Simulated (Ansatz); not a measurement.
```yaml
crystal:
  periodic: [false, false, false]
  atoms:
    - {symbol: Mg, position_ang: [0.797363, 0.303857, 1.521565]}
    - {symbol: Mg, position_ang: [-0.715654, 1.397177, -0.636579]}
    - {symbol: Mg, position_ang: [1.668532, -0.369037, -1.818311]}
    - {symbol: Mg, position_ang: [0.824928, -2.884466, -0.909057]}
    - {symbol: Se, position_ang: [-1.249976, -0.397240, 2.819050]}
    - {symbol: Se, position_ang: [-1.366145, 1.884042, 1.927448]}
    - {symbol: Se, position_ang: [1.973437, 1.612106, -0.296049]}
    - {symbol: Se, position_ang: [-1.113030, -1.157442, -0.040321]}
    - {symbol: Se, position_ang: [-0.819455, -0.388996, -2.567747]}
basis:
  gaussian: {orbitals: def2-TZVP}
total_charge: 1
magnetization: {spin_polarized: true, initial_magnetization: 1}
hamiltonian: {xc: pbe0, dispersion: d4}
scf: {omitted_lower_state_checks: [starts]}
output: {orbitals: {seedname: orbitals}}
```

```sh
$ ansatz run in.yaml --threads 4 --pin off --events-out ev --progress --plain --max-ram 6963MiB
```

Question: Does this run fit into the memory that it is given?

Answer: No. It has 368 basis functions, and Ansatz plans for 8 GiB where 7 GiB are given.
